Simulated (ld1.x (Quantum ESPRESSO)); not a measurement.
Ranking ultrasoft potentials for gallium (Ga)

All share these settings but for the change named:

ld1.x (Quantum ESPRESSO) 7.5 input, shortened:

```
&input
   title='Ga', zed=31., rel=1, dft='PZ', iswitch=3,
   config='[Ar] 3d10 4s1.5 4p1.5'
 /
 &inputp
   pseudotype=3, tm=.true., lloc=-2, rcloc=1.05,
   nlcc=.true., new_core_ps=.true.,
   which_augfun='PSQ', rmatch_augfun_nc=.true.
 /
6
4S  1  0   1.50   0.00  1.25  1.75  0.0
4S  1  0   0.00   0.80  1.25  1.75  0.0
4P  2  1   1.50   0.00  1.85  2.20  0.0
4P  2  1   0.00   0.20  1.85  2.20  0.0
3D  3  2  10.00   0.00  1.00  1.40  0.0
3D  3  2   0.00  -0.90  1.00  1.40  0.0
 &test
   configts(1)='3d10 4s1.5 4p1.5'
 /
```

Test errors are all-electron minus pseudo excitation energies from the reference, over 3d10 4s2 4p1; 3d10 4s2 4p0; 3d10 4s1 4p0; 3d9 4s2 4p1; 3d9 4s2 4p2; 3d10 4s2 4p0.5; 3d10 4s2 4p1.3. None of these files shows a bound ghost.

The base gives 203.6 meV.

Of 12 variants that were run, those that failed, showed a ghost or another fault, or gave nearly equal values are left out.

A variant can come out equal or close to the base, since the largest error may sit in a test that the change hardly touches while other tests move.

Q: Rank these variants by their largest absolute test error, smallest first.
A. core correction Bessel-smoothed model core inside 0.82 bohr
B. augmentation PSQ, radius 1.00 bohr
C. waves 4s (bound): rcut 1.25, rcutus 2.18 bohr; 4s channel at 0.8 Ry: rcut 1.25, rcutus 2.18 bohr

A: C (63.1 meV), B (147.8 meV), A (204.2 meV).
